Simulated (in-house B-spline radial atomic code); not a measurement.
A radial electron density 4πr²n(r) was computed for an atom or ion in its tabulated ground configuration with a B-spline radial code for spherical atoms; method: Dirac-Hartree-Fock, average of configuration. Columns: r (bohr), 4πr²n(r) (electrons per bohr), bar.

```
 0.00985   0.1415 #
  0.0115    0.189 #
  0.0134   0.2508 ##
  0.0157   0.3348 ##
  0.0183   0.4408 ###
  0.0213    0.576 ####
  0.0249   0.7538 #####
  0.0291   0.9789 #######
   0.034     1.26 #########
  0.0396    1.599 ###########
  0.0463    2.017 ##############
   0.054    2.503 #################
   0.063    3.061 #####################
  0.0736    3.684 ##########################
  0.0859    4.338 ##############################
     0.1    4.977 ###################################
   0.117    5.577 #######################################
   0.137    6.045 ##########################################
    0.16    6.298 ############################################
   0.186    6.282 ############################################
   0.217    5.958 ##########################################
   0.254    5.311 #####################################
   0.296    4.438 ###############################
   0.346    3.424 ########################
   0.404    2.453 #################
   0.471    1.685 ############
    0.55    1.213 ########
   0.642    1.069 #######
    0.75     1.18 ########
   0.875    1.402 ##########
    1.02    1.578 ###########
    1.19    1.594 ###########
    1.39    1.409 ##########
    1.62    1.081 ########
     1.9   0.6937 #####
    2.21   0.3816 ###
    2.58   0.1689 #
    3.02  0.05788 
    3.52  0.01558 
    4.11 0.003014 
     4.8 0.0004024
```

(1) Which atom or ion is it?
A. C2+
B. F3+
C. B2+
D. Be2+

Answers

(1) A. The area under the curve, ∫4πr²n dr = ∫r·4πr²n d(ln r) on this logarithmic grid, is 4 electrons, which only this option has. The configuration is [He] 2s2.
